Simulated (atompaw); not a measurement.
# How hard is this Sb (Z = 51) PAW (atompaw) potential?

| Item | Value |
| --- | --- |
| Element | antimony (Sb) |
| Generator | atompaw 4.2.0.5 |
| Type | PAW |
| Functional | PBEsol |
| Relativity | scalar-relativistic |
| Frozen core | [Kr] |
| Valence charge | 15 |
| Reference configuration | 4d10 5s2 5p1 (charge +2) |
| Partial waves | 5s (bound): rc 1.90 bohr; 5s channel at 1.1 Ry: rc 1.90 bohr; 5p (bound): rc 2.35 bohr; 5p channel at -0.8 Ry: rc 2.35 bohr; 4d (bound): rc 2.35 bohr; 4d channel at -0.75 Ry: rc 1.45 bohr |
| Local potential | troulliermartins scheme with l = 3 at 0 Ry, radius 1.90 bohr |
| Core correction | smooth core density matched at 1.65 bohr |
| Augmentation charge | sinc compensation charge, radius 2.20 bohr; PAW radius 2.35 bohr; waves and projectors: custom polynom vanderbiltortho |

The pseudo-atom Hamiltonian at the reference potential is diagonalised in spherical Bessel functions j_l(qr) that vanish at 20 bohr, with q² up to the cutoff. All-electron valence levels (Ry): 5s -2.1687, 5p -1.4793, 4d -3.8098.

Problem. How do the lowest levels (Ry) of each channel move with the cutoff, and are there ghosts?

Solution.

```
cutoff (Ry)      s #1     s #2      p #1     p #2     p #3     d #1     d #2     f #1  Σ f·Δε (mRy)
          8   -2.4809  -0.9553   -1.4783  -0.5321  -0.2679  -3.4899  -0.6165  -0.3229        3824.8
         12  -11.7657  -2.1557   -1.4790  -0.5322  -0.2679  -3.7784  -0.6764  -0.3250         340.2
         15  -16.7222  -2.1666   -1.4793  -0.5323  -0.2679  -3.8030  -0.6932  -0.3262          72.8
         21  -20.4458  -2.1680   -3.9636  -1.4793  -0.5323  -3.8091  -0.7091  -0.3278           9.0
         30  -20.6498  -2.1686   -9.3547  -1.4793  -0.5323  -3.8096  -0.7123  -0.3308           2.8
         40  -20.6531  -2.1687  -10.5186  -1.4793  -0.5323  -4.2130  -3.8095  -0.3332           2.8
         45  -20.6546  -2.1687  -10.7189  -1.4793  -0.5323  -4.6988  -3.8098  -0.3343           0.7
         55  -20.6560  -2.1687  -10.7997  -1.4793  -0.5323  -5.0478  -3.8098  -0.3350           0.2
        400  -20.6607  -2.1687  -10.8175  -1.4793  -0.5323  -5.1019  -3.8098  -0.3353           0.0
```

Result: ghost states, extra bound levels that the all-electron valence spectrum of the same l lacks: s at -281.1 eV, p at -147.2 eV, d at -69.4 eV (a true bound ghost makes a file unfit for plane-wave use); 10 mRy is reached at 21 Ry and 1 mRy at 45 Ry.
